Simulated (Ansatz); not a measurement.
Two isomers of C3H7NSi: A = `C=C=C(N)[SiH3]`, B = `C[SiH](C)C#N`.

Isolated molecules relaxed with PBE0-D4/def2-TZVP in Ansatz; ΔE leaves out vibrations. CCSD(T)/CBS adds triple-zeta CCSD(T) − MP2 to the extrapolated MP2 energy (def2 sets, frozen cores). Functionals use def2-TZVPP. B3LYP here is the variant with VWN-RPA as its local correlation; programs differ in this. One conformer a species, not always the lowest.

**Question.** Which is lower in electronic energy at CCSD(T)/CBS, and by how much? (Estimate.)

**Answer.** The calculation gave: B, by 255.9 kJ/mol.

**Question.** Give E(B) − E(A) in kJ/mol with MP2/def2-TZVPP, ωB97M-V, r2SCAN-D4, PBE-D4, HF/def2-TZVPP, B3LYP-D4, B2PLYP. (Estimate.)

**Answer.** Ansatz gave: MP2/def2-TZVPP -274.8, ωB97M-V -251.2, r2SCAN-D4 -235.3, PBE-D4 -217.7, HF/def2-TZVPP -268.6, B3LYP-D4 -231.6, B2PLYP -252.7. None reverses the order clearly.

**Question.** Does the order hold for the free energy at 298.15 K (harmonic terms from PBE0-D4)? (Best estimate.)

**Answer.** The calculation gave: Yes: G(B) − G(A) = -251.5 kJ/mol, for one conformer each.

Largest T1 diagnostic: 0.013.

Leaving LDA and LC-ωPBE aside and taking each functional with its dispersion term where it has one, the values, not all of them listed here, spread over 35.9 kJ/mol, from PBE-QIDH to PBE-D4. LDA lies +29.2 kJ/mol from PBE without D4. From PBE to PBE0 (25 % exact exchange), in def2-TZVPP and without D4, E(B) − E(A) moves by −11.0 kJ/mol.
